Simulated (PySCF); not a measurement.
Work out the structure from these simulated measurements.

Formula: C8H9F3O.

- NMR, other nuclei: isotropic shieldings of nuclei other than C and H, by class: 209 (1 O), 239 (3 F) ppm [GIAO PBE0/pcSseg-1]
- Dipole: 3.34 D [PBE0/pcSseg-1]
- 13C NMR: chemical shifts (computed TMS as zero) by class: 146.8 (1 C), 142.5 (1 C), 131.0 (1 C), 96.2 (1 C), 56.4 (1 C), 42.6 (1 C), 33.0 (1 C), 28.3 (1 C) ppm [GIAO PBE0/pcSseg-1]
- 1H NMR: chemical shifts (computed TMS as zero) by class: 6.58 (1 H), 6.38 (1 H), 2.74 (1 H), 2.16 (1 H), 2.12 (1 H), 2.02 (1 H), 1.63 (1 H), 1.58 (1 H), 1.24 (1 H) ppm [GIAO PBE0/pcSseg-1]
- Rotational structure: rotational constants A, B, C: 2.131, 0.665, 0.639 GHz [GFN2-xTB]

Electronic properties: PySCF, gas phase, density fitting. Levels stand in brackets. The structure is a single GFN2-xTB conformer in the gas phase; no vibrational or solvent corrections. NMR classes are plain means over equivalent atoms (diastereotopic ones count apart unless rotation or inversion swaps them), as if these changed places fast.

**Question.** What is the compound? Reason from the data.

**Answer.** Numbering: `[F:1][C:2]([F:3])([F:4])[O:5][C@@:6]12[CH:7]=[CH:8][C@@H:9]([CH2:10][CH2:11]1)[CH2:12]2`. Its formula, C8H9F3O, gives 3 degrees of unsaturation: 2 rings and 1 π bond in the structure found. 8 carbons fall into 8 classes; from least to most shielded: alkene CH carbon [C7] (146.8 ppm), alkene CH carbon [C8] (142.5 ppm), CF3 carbon [C2] (131.0 ppm), ring sp3 carbon bound to oxygen [C6] (96.2 ppm), ring CH2 carbon [C12] (56.4 ppm), sp3 carbon at a ring junction [C9] (42.6 ppm), ring CH2 carbon [C11] (33.0 ppm), ring CH2 carbon [C10] (28.3 ppm). Hydrogen classes from least to most shielded: 1 H on an alkene CH carbon, C7 (6.58 ppm), 1 H on an alkene CH carbon, C8 (6.38 ppm), 1 H on an sp3 carbon at a ring junction, C9 (2.74 ppm), 1 H on a ring CH2 carbon, C12 (2.16 ppm), 1 H on a ring CH2 carbon, C11 (2.12 ppm), 1 H on a ring CH2 carbon, C10 (2.02 ppm), 1 H on a ring CH2 carbon, C11 (1.63 ppm), 1 H on a ring CH2 carbon, C12 (1.58 ppm), 1 H on a ring CH2 carbon, C10 (1.24 ppm). The other shieldings belong to: 209 ppm, ether oxygen [O5]; 239 ppm, fluorine of a CF3 group [F1/F3/F4]. The optimised geometry has point group C1 and is an asymmetric top. Structure: `FC(F)(F)O[C@]12C=C[C@H](C1)CC2`. Computed isomers that give other values at the same levels: `O=C([C@@H]1C[C@@H]2C[C@@H]2C1)C(F)(F)F` (13C chemical shifts (computed TMS as zero) by class: 201.1 (1 C), 125.6 (1 C), 58.9 (1 C), 35.1 (2 C), 24.5 (1 C), 22.7 (2 C) ppm); `CC#C[C@@H](CC)C(=O)C(F)(F)F` (13C chemical shifts (computed TMS as zero) by class: 196.5 (1 C), 125.6 (1 C), 95.3 (1 C), 78.5 (1 C), 44.5 (1 C), 26.3 (1 C), 13.7 (1 C), 4.7 (1 C) ppm); `C=C=C(CCC)C(=O)C(F)(F)F` (13C chemical shifts (computed TMS as zero) by class: 235.0 (1 C), 188.5 (1 C), 126.2 (1 C), 107.1 (1 C), 84.7 (1 C), 34.6 (1 C), 28.6 (1 C), 17.0 (1 C) ppm). The assignments are read from this structure; whether some other isomer fits the data as well wasn't checked. The mirror image fits equally.
